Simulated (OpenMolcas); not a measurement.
## Tm3+ in Cs2NaYCl6

Tm3+ with its 6 nearest chloride ions at 2.633 Å, on the Y site of Cs2NaYCl6 (a = 10.7396 Å, distance in the model lattice 2.619 Å). The rest of the host is ab initio model potentials to 7.6 Å, with orthogonalisation functions on the cations behind the ligands, and point charges beyond; the distance is set by hand and nothing relaxes. Ligand basis ANO-RCC-VDZP.
```
Tm    0.0000    0.0000    0.0000
Cl    2.6330    0.0000    0.0000
Cl    0.0000    2.6330    0.0000
Cl   -2.6330    0.0000    0.0000
Cl    0.0000   -2.6330    0.0000
Cl    0.0000    0.0000    2.6330
Cl    0.0000    0.0000   -2.6330
```

```
Program             : OpenMolcas
Method              : SS-CASPT2, IPEA 0.25 Eh, imaginary shift 0.1 Eh (closed shells correlated: 5s 5p and the ligand valence shells)
Basis               : ANO-RCC-VDZP [7s6p4d2f1g]
Scalar Hamiltonian  : DKH2, point nucleus
Active space        : 12 electrons in 7 orbitals (4f)
State averaging     : 2S+1 = 3 even, 21 roots; 2S+1 = 1 even, 27 roots kept (CI in the orbitals of an earlier block)
Spin-orbit coupling : RASSI with atomic mean-field integrals over the reference wave functions
```

The lowest spin-free states (labels of O, the rotations of Oh), above the lowest:

| State | Degeneracy | E (cm-1) | Free-ion L (%) |
| --- | --- | --- | --- |
| 3T1 | 3 | 0 | H (100) |
| 3E | 2 | 96 | H (100) |
| 3T2 | 3 | 150 | H (100) |
| 3T1 | 3 | 360 | H (100) |
| 3T2 | 3 | 6540 | F (100) |
| 3A2 | 1 | 6620 | F (100) |
| 3T1 | 3 | 6640 | F (100) |
| 1T1 | 3 | 8780 | G (100) |
| 1T2 | 3 | 9230 | G (100) |
| 1E | 2 | 9740 | G (100) |
| 1A1 | 1 | 9890 | G (100) |
| 1E | 2 | 25190 | D (100) |
| 1T2 | 3 | 25420 | D (100) |
| 1A2 | 1 | 31450 | I (100) |
| 1E | 2 | 31880 | I (100) |
| 1T1 | 3 | 31970 | I (100) |
| 1A1 | 1 | 32010 | I (100) |
| 1T2 | 3 | 32010 | I (100) |
| 1T2 | 3 | 32650 | I (100) |
| 3T1 | 3 | 32670 | P (100) |

The lowest levels with spin-orbit coupling:

```
E (cm-1)  Degeneracy  Label      2S+1     J  |mJ| (%)
       0           1     A1         3  6.01    4 (87)
      45           3     T1         3  6.01    4 (33)
      92           3     T2         3  6.01    5 (33)
     150           1     A2         3  6.01    2 (69)
     290           3     T2         3  6.01    1 (53)
     300           2      E         3  6.01    0 (44)
    5930           3     T1  3 (69 %)  4.01    1 (58)
    6010           3     T2  3 (71 %)  4.01    3 (58)
    6190           2      E  3 (73 %)  4.01    2 (50)
    6280           1     A1  3 (73 %)  4.01    0 (58)
    8430           3     T1         3  5.01    3 (59)
    8450           2      E         3  5.01    2 (50)
    8550           3     T2         3  5.01    2 (33)
    8630           3     T1         3  5.01    5 (35)
   12990           3     T2  3 (88 %)  4.01    3 (58)
   13010           3     T1  3 (87 %)  4.01    1 (58)
   13040           2      E  3 (88 %)  4.01    2 (50)
   13250           1     A1  3 (87 %)  4.01    0 (58)
   14900           1     A2         3  3.00   2 (100)
   14940           3     T1         3  3.01    3 (42)
```

Powder χT (cm3 K/mol): 0.44 at 2 K, 2.2 at 10 K, 6.08 at 50 K, 6.67 at 100 K, 6.95 at 200 K, 7.04 at 300 K. The effective moment at 300 K is 2.828 √(χT) = 7.50 μB.

Hund's rules give f12 the level 3H6 with g = 1.167, so an isolated free-ion multiplet has χT = g² J(J+1) / 8 = 7.146 cm3 K/mol. The computed 7.035 at 300 K differs by -2 %, through the field's splitting, the mixing of terms and any other multiplet in reach.

Stevens parameters of the J = 6 multiplet, which is 298 cm-1 wide (cm-1, z along the main axis): B40 = 1.843e-02, B44 = 9.225e-02, B60 = -5.772e-05, B64 = 1.213e-03.

Roots that are degenerate in the reference are averaged as groups; the widest CASPT2 spread within a group is 69 cm-1 (the 3-fold group of multiplicity 1 near 32000 cm-1 above the lowest state of its run). Shifts and gaps below about the spread of the groups concerned are not significant. Over all roots computed the reference weight is 0.65; a low but even weight reflects the number of correlated electrons. Splittings of an f shell from a small cluster at a set distance can be off by tens of per cent, mostly too small. The first state left out of the spin-orbit step lies near 82000 cm-1 above the lowest spin-free state of the reference (among the parities and spins computed), and the lists stop at four fifths of that energy or lower. No measured value stands beside these numbers; the geometry was set by hand and not optimised.

The CASPT2 steps took 6.3 min on 1 thread of Arm Neoverse V2, on a shared host; the integral step is not counted.
